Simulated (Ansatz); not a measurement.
Geometry optimisation, DFT PBE-D3(BJ), scalar-relativistic, plane waves, PAW (Ansatz 0.2.0).

Input:

```yaml
crystal:
  lattice:
    - [4.58, 0.0, 0.0]
    - [3.435, 5.949595, 0.0]
    - [0.0, 0.0, 15.58843]
  atoms:
    - { symbol: Be, position: [0.0, 0.0, 0.06415014] }
    - { symbol: Be, position: [0.5, 0.0, 0.06415014] }
    - { symbol: Be, position: [2.0e-08, 0.33333331, 0.06415014] }
    - { symbol: Be, position: [0.50000002, 0.33333331, 0.06415014] }
    - { symbol: Be, position: [4.0e-08, 0.66666661, 0.06415014] }
    - { symbol: Be, position: [0.50000004, 0.66666661, 0.06415014] }
    - { symbol: Be, position: [-0.16666665, 0.2222222, 0.17924929] }
    - { symbol: Be, position: [0.33333335, 0.2222222, 0.17924929] }
    - { symbol: Be, position: [-0.16666663, 0.55555551, 0.17924929] }
    - { symbol: Be, position: [0.33333337, 0.55555551, 0.17924929] }
    - { symbol: Be, position: [-0.16666661, 0.88888882, 0.17924929] }
    - { symbol: Be, position: [0.33333339, 0.88888882, 0.17924929] }
    - { symbol: Be, position: [0.0, 0.0, 0.29434844] }
    - { symbol: Be, position: [0.5, 0.0, 0.29434844] }
    - { symbol: Be, position: [2.0e-08, 0.33333331, 0.29434844] }
    - { symbol: Be, position: [0.50000002, 0.33333331, 0.29434844] }
    - { symbol: Be, position: [4.0e-08, 0.66666661, 0.29434844] }
    - { symbol: Be, position: [0.50000004, 0.66666661, 0.29434844] }
    - { symbol: F, position: [0.25000001, 0.16666665, 0.36298909] }
    - { symbol: H, position: [0.33333337, 0.55555551, 0.27446189] }
basis:
  ecutwfc: 420.0
kpoints:
  mp_grid: { grid: [5, 4, 1] }
hamiltonian:
  xc: pbe
  dispersion: d3bj
scf:
  occupations: { method: gaussian, width: 0.15 }
  lower_state_search: "off"
relax:
  f_tol: 0.03
  max_steps: 60
  adjacent_minimum: "off"
  constraints: [{ sites: [0, 1, 2, 3, 4, 5] }]
```

Launched with:

```bash
$ ansatz run input.yaml --threads 1 --pin off --max-ram 3072MiB --backend cpu --events-out ev --progress --plain --runs-dir out
```

Q: Where does it end, and by what steps?

A: The run converged. The force dipped under the threshold on the way, but the program's further checks kept it going. Limits of this set-up: coarse k mesh, thin slab, slab without dipole correction. After 16 steps the energy has fallen by 1.839 eV; H20 moved furthest, 1.18 Å. Joined: Be16–F19.

```tsv
step	energy less start (eV)	largest force component (eV/Å)	accepted
0	0.0000	1.914	yes
1	-0.4600	1.006	yes
2	-0.7476	0.732	yes
3	-0.9092	0.872	yes
4	-1.1235	0.983	yes
5	-1.3574	0.860	yes
6	-1.5865	0.574	yes
7	-1.6925	0.297	yes
8	-1.7190	0.145	yes
9	-1.7734	0.233	yes
10	-1.8132	0.254	yes
11	-1.7724	0.774	no
12	-1.8345	0.135	yes
13	-1.8218	0.304	no
14	-1.8368	0.122	yes
15	-1.8389	0.016	yes
16	-1.8389	0.016	yes
```

```xyz
20
Lattice="4.5800 0.0000 0.0000 3.4350 5.9496 0.0000 0.0000 0.0000 15.5884" Properties=species:S:1:pos:R:3
Be 0.000 0.000 1.000
Be 2.290 0.000 1.000
Be 1.145 1.983 1.000
Be 3.435 1.983 1.000
Be 2.290 3.966 1.000
Be 4.580 3.966 1.000
Be 0.002 1.326 2.832
Be 2.290 1.326 2.769
Be 1.163 3.279 2.848
Be 3.414 3.298 2.777
Be 2.290 5.299 2.798
Be 4.577 5.314 2.814
Be 0.002 -0.036 4.481
Be 2.290 -0.105 4.659
Be 1.098 1.991 4.619
Be 3.523 2.028 4.663
Be 2.294 4.053 4.581
Be 4.604 3.996 4.658
F 2.294 1.326 5.633
H 3.440 3.440 5.451
```

Whether the end is a true minimum wasn't checked by a vibrational analysis.

Run time: 3.4 min on 1 thread of Arm Neoverse V1, on a shared host, peak memory 0.55 GiB.
